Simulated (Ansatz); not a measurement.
Reaction (SMILES): Fc1ccncn1 + 5 C (CH4) + 2 N (NH3) -> C=C (C2H4) [ethene] + 2 C=N (CH3N) + CC (C2H6) [ethane] + CF (CH3F) + 2 CN (CH5N) [methanamine]
Each molecule is optimised on its own at B3LYP-D3(BJ)/def2-TZVP (Ansatz, a quantum-chemistry and plane-wave program). Unstable Hartree-Fock reference: Fc1ccncn1.
Geometry of the first species:
```xyz
10

F      1.8406    -1.2300     0.1039
C      0.7293    -0.4946     0.0409
C      0.8300     0.8873     0.1115
C     -0.3750     1.5639     0.0377
N     -1.5485     0.9363    -0.0919
C     -1.4977    -0.3878    -0.1469
N     -0.3977    -1.1451    -0.0857
H      1.7815     1.3867     0.2162
H     -0.4045     2.6467     0.0837
H     -2.4387    -0.9152    -0.2519
```

Quantity: bond separation energy (electronic energy difference), in kcal/mol. Correlated levels leave the core frozen unless marked. Spin-orbit coupling is left out. Non-relativistic. Basis-set limits of correlation are two-point, X^-3; Hartree-Fock from the larger set. The bracket is a focal-point correction in the basis named.

RI-MP2/CBS(cc-pVTZ,cc-pVQZ)+[CCSD(T)-MP2]/cc-pVTZ (Ansatz) gives 81.1 kcal/mol.

Another calculation gave 90.0 kcal/mol. Which level was it?
A) HSE06/def2-TZVPD (Ansatz)
B) LC-wPBE/def2-TZVPD (Ansatz)
C) SVWN5/def2-TZVPD (Ansatz)
D) r2SCAN0/def2-TZVPD (Ansatz)

D, r2SCAN0/def2-TZVPD (Ansatz). The others give 86.4 (HSE06), 83.7 (LC-wPBE), 94.3 (SVWN5) kcal/mol.
